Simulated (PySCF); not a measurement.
Structure problem from calculated spectra and properties.

Elements present: B, C, F, H and N. Monoisotopic mass: 91.0405 u.

- Couplings: largest of the computed one-bond spin–spin couplings (means over like bonds): 13C–1H +162.4, 19F–11B -139.8 (×2), 13C–1H +126.3 (×2), 13C–11B +78.2, 13C–13C +49.6, 15N–1H -48.8, 15N–13C -5.0 Hz [B3LYP/pcJ-1, spin–dipole term left out for some pairs]
- 1H NMR: chemical shifts (computed TMS as zero) by class: 9.33 (1 H), 8.55 (1 H), 2.25 (2 H) ppm [GIAO KT3/pcSseg-2]
- Triplet: lowest triplet excitation (Tamm–Dancoff): 4.62 eV [TDA CAM-B3LYP/def2-SVPD]
- 13C NMR: chemical shifts (computed TMS as zero) by class: 166.9 (1 C), 27.3 (1 C) ppm [GIAO KT3/pcSseg-2]
- Dipole: 2.03 D [CAM-B3LYP/def2-SVPD]
- Rotational structure: rotational constants A, B, C: 7.757, 1.977, 1.698 GHz [PBE0-D3(BJ)/def2-SVP]
- NMR, other nuclei: isotropic shieldings of nuclei other than C and H, by class: 74 (1 B), -67 (1 N), 240 (2 F) ppm [GIAO KT3/pcSseg-2]
- Polarisability: 45.6 au [CAM-B3LYP/def2-SVPD]
- UV, strongest line: among the 10 lowest singlet transitions: S7 at 8.44 eV (147 nm, f = 0.259) [TDDFT CAM-B3LYP/def2-SVPD]

The electronic properties come from PySCF, for the isolated species, density fitting. Levels stand in brackets. One conformer (not necessarily the lowest) at the PBE0-D3(BJ)/def2-SVP geometry, without solvent, vibrations or thermal averaging. Each NMR value is the plain mean over a class of atoms that symmetry, rotation or inversion makes alike.

Question: Which formula fits the mass and the elements?

Answer: C2H4BF2N (calculated 91.0405). No other formula that holds each of these elements comes within 0.0003 u with a fitting electron parity and a possible valence count.

Question: What is the compound? Reason from the data.

Answer: Numbering: `[H]/[N:1]=[CH:2]/[CH2:3][B:4]([F:5])[F:6]`. 2 carbons fall into 2 classes; from least to most shielded: imine carbon [C2] (166.9 ppm), sp3 carbon bound to boron [C3] (27.3 ppm). Hydrogen classes from least to most shielded: 1 H on an imine nitrogen, N1 (9.33 ppm), 1 H on an imine carbon, C2 (8.55 ppm), 2 H on an sp3 carbon bound to boron, C3 (2.25 ppm). The other shieldings belong to: 74 ppm, three-coordinate boron [B4]; -67 ppm, imine nitrogen [N1]; 240 ppm, boron-bound fluorine [F5/F6]. The couplings run between: +162.4 Hz, imine carbon [C2] and its hydrogen; -139.8 Hz, boron-bound fluorine [F5] and three-coordinate boron [B4] (with 1 like pair); +126.3 Hz, sp3 carbon bound to boron [C3] and its hydrogen (with 1 like pair); +78.2 Hz, sp3 carbon bound to boron [C3] and three-coordinate boron [B4]; +49.6 Hz, imine carbon [C2] and sp3 carbon bound to boron [C3]; -48.8 Hz, imine nitrogen [N1] and its hydrogen; -5.0 Hz, imine nitrogen [N1] and imine carbon [C2]. The optimised geometry has point group C1 and is an asymmetric top. Structure: `[H]/N=C/CB(F)F`. Computed isomers that give other values at the same levels: `C/N=C\B(F)F` (rotational constant A: 7.115 GHz; this holds for the one conformer computed). The assignments are read from this structure; whether some other isomer fits the data as well wasn't checked.

Shape of the structure used: `[H]/[N:1]=[CH:2]/[CH2:3][B:4]([F:5])[F:6]`: N1–C2–C3–B4 115°, C2–C3–B4–F5 18°.
